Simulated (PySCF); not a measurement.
# Pd²⁺ (palladium, charge +2) across methods

[Kr] 4d7 5s1, high-spin 5F determinant (an excited configuration). Computed with PySCF 2.14 in aug-cc-pVTZ-PP with ECP28MDF (6s6p5d3f2g, 88 functions), with scalar relativity through the core potential.

```
 method  E (hartree)  mean ε 4d α (eV)  mean ε 4d β (eV)  mean ε 5s α (eV)  Σ⟨r²⟩ (bohr²)   ⟨S²⟩
r2SCANh    -126.2198           -33.609           -30.883           -23.369          30.96  6.002
 r2SCAN    -126.2314           -32.787           -30.080           -23.062          30.96  6.001
   MN15    -125.8883           -34.866           -32.362           -24.307          31.34  6.002
   BLYP    -126.1525           -31.922           -29.868           -22.710          31.16  6.001
   PBE0    -126.1836           -34.390           -31.937           -23.567          31.05  6.001
    UHF   -125.52330           -40.162           -37.094           -25.275          31.18  6.004
    LDA    -125.9099           -32.265           -29.839           -23.159          31.22  6.000
    PBE    -126.1884           -32.155           -29.877           -22.798          31.11  6.001
 PBEsol    -126.0097           -32.133           -29.746           -22.882          31.13  6.001
```

Energies and moments cover only the electrons outside the core potential.
